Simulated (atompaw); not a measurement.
## Al (Z = 13) PAW (atompaw): all-electron and pseudo phase curves

atompaw 4.2.0.5 input, output lines left out:

```
Al 13
GGA-PBE scalarrelativistic loggrid 1500 logderivrange -3 5 201
3 3 0 0 0 0
3 1 1
0 0 0
c
c
v
c
v
1
2.45 1.90 1.75 2.00
y
2
n
y
2
n
custom polynom2 7 10 vanderbiltortho sinc
2 0.5 ultrasoft
2.45
1.80
2.45
2.45
```

The phase is arctan(r·u′/u) with u = r·R(r), unwrapped; energies in Ry, scanned from -3 to 5 Ry. A pole is an energy at which the radial function vanishes at the test radius. The pseudo phase is shifted by a multiple of π to meet the all-electron one at the reference energy, and phase errors are pseudo minus all-electron; the curves can meet again beyond the range given. Levels narrower than the energy grid can be missing from the lists of poles.

| channel | radius (bohr) | reference energy (Ry) | poles, all-electron | poles, pseudo | unbroken range about the reference energy with phases within 0.05 rad | phase error 1 Ry above the reference energy (rad) |
| --- | --- | --- | --- | --- | --- | --- |
| s | 2.45 | -0.57 | 1.08 | 1.08 | below 4.2 | -0.000 |
| p | 2.45 | -0.20 | 1.91 | 1.91 | below 4.5 | -0.000 |

Phases in the s channel:

| E (Ry) | all-electron | pseudo |
| --- | --- | --- |
| -3.00 | 1.274 | 1.274 |
| -2.76 | 1.253 | 1.253 |
| -2.52 | 1.227 | 1.227 |
| -2.28 | 1.195 | 1.194 |
| -2.04 | 1.152 | 1.152 |
| -1.80 | 1.093 | 1.093 |
| -1.56 | 1.007 | 1.007 |
| -1.32 | 0.871 | 0.871 |
| -1.08 | 0.635 | 0.634 |
| -0.84 | 0.202 | 0.202 |
| -0.60 | -0.414 | -0.414 |
| -0.36 | -0.896 | -0.896 |
| -0.12 | -1.164 | -1.165 |
| 0.12 | -1.317 | -1.317 |
| 0.36 | -1.413 | -1.414 |
| 0.60 | -1.480 | -1.480 |
| 0.84 | -1.531 | -1.531 |
| 1.08 | -1.571 | -1.571 |
| 1.32 | -1.605 | -1.605 |
| 1.56 | -1.635 | -1.635 |
| 1.80 | -1.664 | -1.664 |
| 2.04 | -1.692 | -1.692 |
| 2.28 | -1.721 | -1.721 |
| 2.52 | -1.752 | -1.752 |
| 2.76 | -1.786 | -1.787 |
| 3.00 | -1.827 | -1.828 |
| 3.24 | -1.878 | -1.879 |
| 3.48 | -1.943 | -1.947 |
| 3.72 | -2.035 | -2.043 |
| 3.96 | -2.171 | -2.190 |
| 4.20 | -2.390 | -2.436 |
| 4.44 | -2.757 | -2.858 |
| 4.68 | -3.273 | -3.424 |
| 4.92 | -3.744 | -3.877 |
